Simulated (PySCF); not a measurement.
C3H11NOSi (SMILES CCN(C)[SiH2]O), singlet, at a GFN2-xTB geometry, with bond 13-5 at 2.4 times its length; CASSCF(4,6)/STO-3G (PySCF).

PySCF was given this input:
```python
from pyscf import gto, scf, mcscf
import numpy

mol = gto.M(
    atom='''
Si   -0.916916    0.255045   -1.029561
O    -2.404847    0.086200   -0.398050
N     0.256410    0.145188    0.223443
C    -0.000714    0.645248    1.552597
C     1.659157   -0.020352   -0.075407
C     2.265690   -1.250021    0.601274
H    -1.070293    1.556101   -1.679595
H    -0.585355   -0.824332   -1.961071
H    -2.623676   -0.684432    0.119181
H     0.542903    1.579699    1.737966
H     0.304600   -0.082201    2.310276
H    -1.063624    0.839290    1.669101
H     2.996130    2.132345    0.661862
H     1.765643   -0.123373   -1.156195
H     1.696687   -2.136240    0.331649
H     2.257724   -1.146336    1.683102
H     3.295097   -1.380565    0.277178
''',
    basis='sto-3g',
    charge=0,
    spin=0,
    verbose=4,
)

mf = scf.RHF(mol)
mf.kernel()
mc = mcscf.CASSCF(mf, 6, 4)
mc.fix_spin_(ss=0.0)
mc.kernel()
occ = numpy.linalg.eigvalsh(mc.fcisolver.make_rdm1(mc.ci, mc.ncas, mc.nelecas))[::-1]
ss = mc.fcisolver.spin_square(mc.ci, mc.ncas, mc.nelecas)[0]
print('natural occupations', occ.round(4), ' <S^2>', round(ss, 4))
```

What does PySCF print? Leave out banner, timings and long lists.


```
PySCF version 2.14.0

[INPUT] verbose = 4
[INPUT] num. atoms = 17
[INPUT] num. electrons = 58
[INPUT] charge = 0
[INPUT] spin (= nelec alpha-beta = 2S) = 0
[INPUT] symmetry False subgroup None
[INPUT] Mole.unit = angstrom
[INPUT] Symbol           X                Y                Z      unit          X                Y                Z       unit  Magmom
[...]
nuclear repulsion = 323.863371147982
number of shells = 31
number of NR pGTOs = 135
number of NR cGTOs = 45
basis = sto-3g
ecp = {}

******** <class 'pyscf.scf.hf.RHF'> ********
method = RHF
initial guess = minao
damping factor = 0
level_shift factor = 0
DIIS = <class 'pyscf.scf.diis.CDIIS'>
diis_start_cycle = 1
diis_space = 8
diis_damp = 0
SCF conv_tol = 1e-09
SCF conv_tol_grad = None
SCF max_cycles = 50
direct_scf = True
direct_scf_tol = 1e-13
Set gradient conv threshold to 3.16228e-05
Initial guess from minao.
init E= -532.191391124922
[...]
cycle= 1 E= -531.337413668383  delta_E= 0.854  |g|= 0.542  |ddm|= 4.76
[...]
cycle= 2 E= -531.384571334653  delta_E= -0.0472  |g|= 0.492  |ddm|= 1.93
[...]
cycle= 3 E= -531.496790773683  delta_E= -0.112  |g|= 0.117  |ddm|= 1.14
[...]
cycle= 4 E= -531.504438490335  delta_E= -0.00765  |g|= 0.0242  |ddm|= 0.27
[...]
cycle= 5 E= -531.504769546053  delta_E= -0.000331  |g|= 0.00469  |ddm|= 0.0545
[...]
cycle= 6 E= -531.504794002388  delta_E= -2.45e-05  |g|= 0.00298  |ddm|= 0.0147
[...]
cycle= 7 E= -531.504800679508  delta_E= -6.68e-06  |g|= 0.000754  |ddm|= 0.00799
[...]
cycle= 8 E= -531.504801539728  delta_E= -8.6e-07  |g|= 0.000136  |ddm|= 0.00394
[...]
cycle= 9 E= -531.504801557797  delta_E= -1.81e-08  |g|= 3.55e-05  |ddm|= 0.000477
[...]
cycle= 10 E= -531.504801558747  delta_E= -9.51e-10  |g|= 7.57e-06  |ddm|= 9.35e-05
[...]
Extra cycle  E= -531.504801558788  delta_E= -4.02e-11  |g|= 3.86e-06  |ddm|= 1.65e-05
converged SCF energy = -531.504801558788

******** <class 'pyscf.mcscf.mc1step.CASSCF'> ********
CAS (2e+2e, 6o), ncore = 27, nvir = 12
max_cycle_macro = 50
max_cycle_micro = 4
conv_tol = 1e-07
conv_tol_grad = None
orbital rotation max_stepsize = 0.02
orbital rotation threshold for CI restart = 0.01
augmented hessian ah_max_cycle = 30
augmented hessian ah_conv_tol = 1e-12
augmented hessian ah_linear dependence = 1e-14
augmented hessian ah_level shift = 1e-08
augmented hessian ah_start_tol = 2.5
augmented hessian ah_start_cycle = 3
augmented hessian ah_grad_trust_region = 3
kf_trust_region = 3
kf_interval = 4
ci_response_space = 4
ci_grad_trust_region = 3
with_dep4 0
natorb = False
canonicalization = True
sorting_mo_energy = False
ao2mo_level = 2
internal_rotation = False
******** <class 'pyscf.fci.addons.SpinPenaltyFCISolver'> ********
max. cycles = 50
conv_tol = 1e-08
davidson only = True
linear dependence = 1e-12
level shift = 0.001
max iter space = 12
nroots = 1
pspace_size = 400
spin = None
CASCI E = -531.663501187739  S^2 = 0.0000000
Set conv_tol_grad to 0.000316228
macro iter   1 ( 21 JK    4 micro), CASSCF E = -531.677022727747  dE = -1.35215400e-02  S^2 = 0.0000000
               |grad[o]|=0.088  |grad[c]|=0.071  |ddm|=0.0473  |maxRot[o]|=0.249
macro iter   2 ( 21 JK    4 micro), CASSCF E = -531.680206701614  dE = -3.18397387e-03  S^2 = 0.0000000
               |grad[o]|=0.0248  |grad[c]|=0.0237  |ddm|=0.0111  |maxRot[o]|=0.172
macro iter   3 ( 21 JK    4 micro), CASSCF E = -531.681006289758  dE = -7.99588144e-04  S^2 = 0.0000000
               |grad[o]|=0.0132  |grad[c]|=0.0359  |ddm|=0.0182  |maxRot[o]|=0.0416
macro iter   4 ( 21 JK    4 micro), CASSCF E = -531.681310385332  dE = -3.04095574e-04  S^2 = 0.0000000
               |grad[o]|=0.00767  |grad[c]|=0.026  |ddm|=0.0131  |maxRot[o]|=0.0664
macro iter   5 ( 21 JK    4 micro), CASSCF E = -531.681547743541  dE = -2.37358209e-04  S^2 = 0.0000000
               |grad[o]|=0.00578  |grad[c]|=0.0232  |ddm|=0.011  |maxRot[o]|=0.089
macro iter   6 ( 21 JK    4 micro), CASSCF E = -531.681720243842  dE = -1.72500302e-04  S^2 = 0.0000000
[...]
               |grad[o]|=0.00489  |grad[c]|=0.0247  |ddm|=0.00738  |maxRot[o]|=0.0299
macro iter  19 ( 21 JK    4 micro), CASSCF E = -531.682086083617  dE = -6.48067953e-07  S^2 = 0.0000000
               |grad[o]|=0.00486  |grad[c]|=0.0249  |ddm|=0.00734  |maxRot[o]|=0.0232
macro iter  20 ( 21 JK    4 micro), CASSCF E = -531.682080770914  dE =  5.31270337e-06  S^2 = 0.0000000
               |grad[o]|=0.00484  |grad[c]|=0.0251  |ddm|=0.00732  |maxRot[o]|=0.0174
macro iter  21 ( 21 JK    4 micro), CASSCF E = -531.682640648885  dE = -5.59877971e-04  S^2 = 0.0000000
               |grad[o]|=0.00482  |grad[c]|=0.00942  |ddm|=0.00374  |maxRot[o]|=0.0379
macro iter  22 ( 12 JK    3 micro), CASSCF E = -531.683796742058  dE = -1.15609317e-03  S^2 = 0.0000000
               |grad[o]|=0.00462  |grad[c]|=0.0152  |ddm|=0.00628  |maxRot[o]|=0.0723
macro iter  23 ( 21 JK    4 micro), CASSCF E = -531.683850929752  dE = -5.41876939e-05  S^2 = 0.0000000
               |grad[o]|=0.00388  |grad[c]|=0.0162  |ddm|=0.00432  |maxRot[o]|=0.0204
macro iter  24 ( 21 JK    4 micro), CASSCF E = -531.683850216553  dE =  7.13199142e-07  S^2 = 0.0000000
               |grad[o]|=0.00371  |grad[c]|=0.0189  |ddm|=0.00557  |maxRot[o]|=0.0129
macro iter  25 ( 17 JK    4 micro), CASSCF E = -531.684431669473  dE = -5.81452920e-04  S^2 = 0.0000000
               |grad[o]|=0.00372  |grad[c]|=0.0078  |ddm|=0.00325  |maxRot[o]|=0.0509
macro iter  26 ( 21 JK    4 micro), CASSCF E = -531.684591651651  dE = -1.59982178e-04  S^2 = 0.0000000
               |grad[o]|=0.00286  |grad[c]|=0.0122  |ddm|=0.00423  |maxRot[o]|=0.0158
macro iter  27 ( 21 JK    4 micro), CASSCF E = -531.684585587725  dE =  6.06392609e-06  S^2 = 0.0000000
               |grad[o]|=0.00252  |grad[c]|=0.0142  |ddm|=0.00419  |maxRot[o]|=0.00526
macro iter  28 ( 20 JK    4 micro), CASSCF E = -531.684904602909  dE = -3.19015184e-04  S^2 = 0.0000000
               |grad[o]|=0.00256  |grad[c]|=0.0031  |ddm|=0.00155  |maxRot[o]|=0.0428
macro iter  29 ( 21 JK    4 micro), CASSCF E = -531.684902378793  dE =  2.22411541e-06  S^2 = 0.0000000
               |grad[o]|=0.00157  |grad[c]|=0.00792  |ddm|=0.00215  |maxRot[o]|=0.00788
macro iter  30 ( 18 JK    4 micro), CASSCF E = -531.684997339253  dE = -9.49604596e-05  S^2 = 0.0000000
               |grad[o]|=0.00164  |grad[c]|=0.0027  |ddm|=0.0013  |maxRot[o]|=0.0198
macro iter  31 ( 14 JK    4 micro), CASSCF E = -531.685047269505  dE = -4.99302523e-05  S^2 = 0.0000000
               |grad[o]|=0.00109  |grad[c]|=0.0021  |ddm|=0.00106  |maxRot[o]|=0.0158
macro iter  32 ( 12 JK    4 micro), CASSCF E = -531.685069523125  dE = -2.22536194e-05  S^2 = 0.0000000
               |grad[o]|=0.00072  |grad[c]|=0.00156  |ddm|=0.000722  |maxRot[o]|=0.0111
macro iter  33 ( 15 JK    3 micro), CASSCF E = -531.685078658208  dE = -9.13508393e-06  S^2 = 0.0000000
               |grad[o]|=0.000411  |grad[c]|=0.000343  |ddm|=0.000376  |maxRot[o]|=0.00945
macro iter  34 (  6 JK    1 micro), CASSCF E = -531.685079617204  dE = -9.58995884e-07  S^2 = 0.0000000
               |grad[o]|=0.000127  |grad[c]|=0.000589  |ddm|=0.000139  |maxRot[o]|=0.00312
macro iter  35 (  5 JK    1 micro), CASSCF E = -531.685079738801  dE = -1.21596486e-07  S^2 = 0.0000000
               |grad[o]|=7.14e-05  |grad[c]|=0.00022  |ddm|=4.77e-05  |maxRot[o]|=0.000998
macro iter  36 (  1 JK    1 micro), CASSCF E = -531.685079738938  dE = -1.36992639e-10  S^2 = 0.0000000
               |grad[o]|=2.6e-05  |grad[c]|=1.43e-05  |ddm|=6.6e-06  |maxRot[o]|=    0
1-step CASSCF converged in  36 macro (666 JK 133 micro) steps
CASSCF canonicalization
Density matrix diagonal elements [1.95547459e+00 1.32412638e+00 7.04531091e-01 1.23817951e-02
 2.33535091e-03 1.15079046e-03]
CASSCF energy = -531.685079738938
CASCI E = -531.685079738938  E(CI) = -3.62601307823127  S^2 = 0.0000000
natural occupations [1.9855e+00 1.3037e+00 6.9600e-01 1.3300e-02 1.2000e-03 4.0000e-04]  <S^2> 0.0
```
